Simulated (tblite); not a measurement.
Species: C5H5FNP.
Numbering: `[CH3:1][c:2]1[cH:3][n:4][c:5]([F:6])[cH:7][p:8]1` (hydrogens: H9, H10, H11 on C1; H12 on C3; H13 on C7)

Calculated harmonic vibrations of the isolated species, GFN2-xTB (tblite), most abundant isotopes, no scaling. This tight-binding method is rough: wavenumbers can miss measured ones by several per cent, in bad cases by 10 to 20.

Harmonic wavenumbers (cm⁻¹): 57.4, 106.5, 223.7, 276.9, 344.5, 361.0, 415.8, 419.0, 458.7, 653.4, 696.9, 727.6, 798.2, 876.5, 886.1, 994.2, 1016.2, 1020.2, 1133.8, 1173.2, 1264.0, 1315.5, 1353.6, 1401.4, 1459.5, 1470.9, 1480.2, 1556.4, 3002.4, 3014.5, 3020.8, 3030.3, 3066.4.

A = 3645, B = 1360, C = 996.3 MHz; mass 129.014 u (most abundant isotopes); point group Cs, symmetry number 1.

Task: What is the zero-point energy?

Result: ½Σν̃ = 19538 cm⁻¹ = 233.72 kJ/mol.

Task: What is S at 500 K and 1 bar for an ideal gas of classical rigid rotors and harmonic oscillators?

Result: Translation 180.21, rotation 125.97, vibration 136.12: S = 442.3 J/(mol K).

Task: And Cp and H(500 K) − H(0)?

Result: Cp = 176.72 J/(mol K), of which vibrations give 143.46 (their classical limit is 33 R = 274.4); H(500 K) − H(0) = 53.16 kJ/mol without the zero-point energy, 36.53 from vibrations.

Task: How do the functions run with temperature in this model?

Result: 
| T (K) | S (J/(mol K)) | Cp (J/(mol K)) | H − H(0) (kJ/mol) | G − H(0) (kJ/mol) | ln q(vib) |
| --- | --- | --- | --- | --- | --- |
| 50 | 236.4 | 44.7 | 1.89 | -9.93 | 0.26 |
| 100 | 271.6 | 59.1 | 4.47 | -22.69 | 0.90 |
| 298.15 | 365.2 | 123.0 | 22.59 | -86.30 | 4.06 |
| 373.15 | 395.2 | 145.2 | 32.66 | -114.83 | 5.36 |
| 750 | 522.6 | 218.6 | 103.03 | -288.94 | 11.89 |
| 1000 | 589.3 | 244.1 | 161.10 | -428.17 | 15.90 |

q(vib) and H(0) count from the zero-point level.

Task: Blend soft modes into free rotors: weight 1/[1 + (100 cm⁻¹/ν̃)⁴] for the oscillator and the rest for a rotor with moment μB/(μ + B), μ = h/(8π²ν), B = 10⁻⁴⁴ kg m². What vibrational entropy results?

Result: 127.96 J/(mol K) in place of 136.12, which changes −T·S at 500 K by +4.08 kJ/mol.

Task: Which modes carry the vibrational entropy at 500 K?

Result: 57.4 cm⁻¹: 23.30; 106.5 cm⁻¹: 18.18; 223.7 cm⁻¹: 12.12; 276.9 cm⁻¹: 10.42; 344.5 cm⁻¹: 8.72; 361.0 cm⁻¹: 8.36 J/(mol K); the other 27 give 55.03 together.

Task: What must be added to the electronic energy to get the Gibbs energy at 500 K and 1 bar?

Result: ZPE + [H(500 K) − H(0)] − T·S = 233.72 + 53.16 − 221.15 = 65.73 kJ/mol.

Hindered rotation and anharmonicity are outside this model.

Hardware: one thread, Arm Neoverse V1 (aarch64) (shared host). Cost: 0.36 s. The figure is for the frequency step alone.
